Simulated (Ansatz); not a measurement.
Basis-set extrapolation for `O=COB(O)S` (PBE0-D4/def2-TZVP geometry, frozen core, Ansatz). Multiplicity 1, RHF reference.

|  | def2-TZVPP | def2-QZVPP |
| --- | --- | --- |
| HF | -686.704272 | -686.728515 |
| MP2 correlation | -1.121302 | -1.210447 |
| CCSD(T) correlation | -1.194362 | not run |

Energies in hartree. Use E(X) = E(∞) + A·exp(−7.88·√X) for Hartree–Fock and E(X) = E(∞) + B·X^(−2.97) for correlation, with X = 3 and 4, and add CCSD(T) minus MP2 of the smaller set to the MP2 limit.

What is the CCSD(T) energy at the basis-set limit?

HF limit: -686.728515 + (-0.024243) × 0.13774 = -686.73185. MP2 limit: -1.210447 + (-0.089145) × 0.74074 = -1.27648. Higher-order term: -1.194362 − (-1.121302) = -0.07306. Total: -688.08139 hartree, 114.7 kcal/mol below CCSD(T)/def2-TZVPP.
